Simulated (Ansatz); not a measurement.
System: chloro(trimethyl)germane, C₃H₉ClGe, charge 0, multiplicity 1. SMILES: [CH3][Ge]([CH3])([CH3])[Cl]
Structure (B3LYP-D3(BJ)/def2-TZVP (Ansatz, a first-principles code) minimum search):
```
Ge
C 1 1.9569
H 2 1.0892 1 110.03
H 2 1.0892 3 108.86 1 -120.66
H 2 1.0912 3 108.96 4 -118.70
C 1 1.9569 2 112.67 3 55.60
H 6 1.0892 1 110.03 2 -175.55
H 6 1.0892 7 108.86 1 -120.66
H 6 1.0912 7 108.96 8 -118.70
C 1 1.9569 2 112.67 3 -175.55
H 10 1.0892 1 110.03 2 175.55
H 10 1.0892 11 108.86 1 120.66
H 10 1.0912 11 108.96 12 118.70
Cl 1 2.2020 2 106.04 3 -59.98
```

Parts of the frozen-core correlation energy in def2-QZVPP (Ansatz, hartree). Frozen orbitals: 22; correlated occupied orbitals by spin: 16 and 16; virtual: 562 and 562. Spin-orbit coupling is left out. Non-relativistic.

```json
[
 {"term": "reference (HF)", "value": "-2653.90873"},
 {"term": "MP2 opposite-spin", "value": "[?]"},
 {"term": "MP2 same-spin", "value": "-0.19481"},
 {"term": "CCSD correlation", "value": "[?]"},
 {"term": "(T)", "value": "[?]"},
 {"term": "T1 diagnostic", "value": "0.009"},
 {"term": "largest doubles amplitude", "value": "0.019"}
]
```

Question: Fill in the missing entries.

Answer: 
- MP2 opposite-spin, value: -0.71089
- CCSD correlation, value: -0.96057
- (T), value: -0.04044
